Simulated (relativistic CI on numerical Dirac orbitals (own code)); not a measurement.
Radial Dirac CI calculation of Gd⁷⁺: levels, rates and radial parameters.

Command:

```sh
python run_levels.py task.json out
```

Input:

```
atom Gd  Z=64  charge=7  electrons=57
nucleus A=158  rms_radius_fm=5.1569
hamiltonian dirac-coulomb  breit=on  qed=on  c_scale=1
orbitals kli  potential=per-configuration
slater_scale 1
correlation none
mixing on
configurations
  [Kr] 4d10 4f6 5s2 5p3
end
```

Hardware: one thread of Neoverse-V2, on a shared host. Rates were computed among at most 500 levels.

How large is the problem, and how long does it take?

5539 determinants at the lowest M give 5539 levels; 13 SCF iterations in all; about 38 s of CPU and 0.44 GiB at the peak.
